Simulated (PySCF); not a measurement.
C₃H₇NSi, SMILES NC=C=C[SiH3].

Geometry optimised at PBE0-D3(BJ)/def2-SVP. The structure was generated by enumeration; whether it is a known compound was not checked. One conformer was computed; it need not be the lowest.

Computed with PBE0-D3(BJ)/def2-SVP run with PySCF.

Frequencies are harmonic and unscaled.

Task: List the normal modes with their intensities. (Estimate from the structure and the level; the computed values follow.)

Result: 
```
mode  ν (cm⁻¹)  IR (km/mol)  Raman (Å⁴/amu)  depolarisation  moving atoms (share of kinetic energy)
----  --------  -----------  --------------  --------------  --------------------------------------
1           82          0.1             0.2            0.66                                  H 90 %
2           96          1.6             3.2            0.59         N 27 %, C 27 %, Si 26 %, H 19 %
3          183         15.4             3.1            0.73                          H 51 %, C 39 %
4          257          3.8             7.1            0.63                  C 54 %, H 27 %, N 16 %
5          331         58.6             2.5            0.39                          H 74 %, C 19 %
6          401         27.3             2.8            0.52                          C 62 %, H 32 %
7          568         13.9            12.4            0.33          H 46 %, C 28 %, Si 17 %, N 8 %
8          612         45.7             9.1            0.70                          H 80 %, C 12 %
9          639         61.2             5.1            0.66                          C 51 %, H 37 %
10         677        208.2             3.3            0.72                          H 68 %, N 24 %
11         763         22.9             7.7            0.21                 C 49 %, H 37 %, Si 14 %
12         783         58.7             1.4            0.72                          H 54 %, C 39 %
13         898         53.1            10.5            0.73                          H 85 %, C 15 %
14         920        285.1            18.1            0.73                         H 90 %, Si 10 %
15         938         29.8            16.1            0.75                                  H 96 %
16         952         82.2            45.4            0.65                                  H 96 %
17         998          4.6            23.8            0.27                  H 44 %, C 40 %, N 15 %
18        1152          1.1            29.2            0.34                          H 84 %, C 11 %
19        1213         13.0             6.4            0.48                          H 58 %, C 35 %
20        1277         58.8             3.9            0.69                  H 60 %, C 23 %, N 16 %
21        1480        120.3             3.3            0.74                          C 63 %, H 33 %
22        1628         61.2            10.3            0.58                          H 85 %, N 12 %
23        2078         10.4            24.5            0.34                                  C 99 %
24        2212        126.6           154.7            0.53                                  H 96 %
25        2216        137.6           293.1            0.10                                  H 98 %
26        2246         77.7            72.3            0.39                                  H 96 %
27        3105         10.5           224.9            0.31                           H 92 %, C 8 %
28        3170          2.4           157.6            0.27                           H 92 %, C 8 %
29        3582         18.9           248.9            0.17                                  H 96 %
30        3689         18.4           116.0            0.64                           H 91 %, N 9 %
```
